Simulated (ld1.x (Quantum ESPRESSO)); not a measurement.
# Ranking TM potentials for palladium (Pd)

All share these settings but for the change named:

- Element: Pd (Z = 46)
- Generator: ld1.x (Quantum ESPRESSO) 7.5
- Type: norm-conserving Troullier–Martins (Kleinman–Bylander form)
- Functional: LDA (PZ)
- Relativity: scalar-relativistic
- Frozen core: [Kr]
- Valence charge: 10
- Reference configuration: 4d8 5s0 5p0 (charge +2)
- Partial waves: 5p (bound, empty): rc 3.00 bohr; 4d (bound): rc 1.60 bohr; 5s (bound, empty): rc 2.45 bohr
- Local potential: the s channel
- Core correction: Bessel-smoothed model core inside 1.10 bohr

Cutoff: the first of the cutoffs (Ry, on a coarse ladder) from which the occupation-weighted sum of valence levels, in a spherical-Bessel basis at the reference potential, stays within 10 and 1 mRy of its value at 400 Ry; the density cutoff is not measured.

The base gives 70 Ry.

Of 7 variants that were run, those that failed, showed a ghost or another fault, or gave nearly equal values are left out.

A variant can come out equal or close to the base.

**Question.** Rank these variants from softest to hardest (loose cutoff).
A. wave 4d (bound): rc 1.60 bohr becomes 4d (bound): rc 1.08 bohr
B. wave 4d (bound): rc 1.60 bohr becomes 4d (bound): rc 1.56 bohr
C. wave 4d (bound): rc 1.60 bohr becomes 4d (bound): rc 2.12 bohr
D. wave 4d (bound): rc 1.60 bohr becomes 4d (bound): rc 1.78 bohr

**Answer.** C (50 Ry), D (60 Ry), B (70 Ry), A (90 Ry).
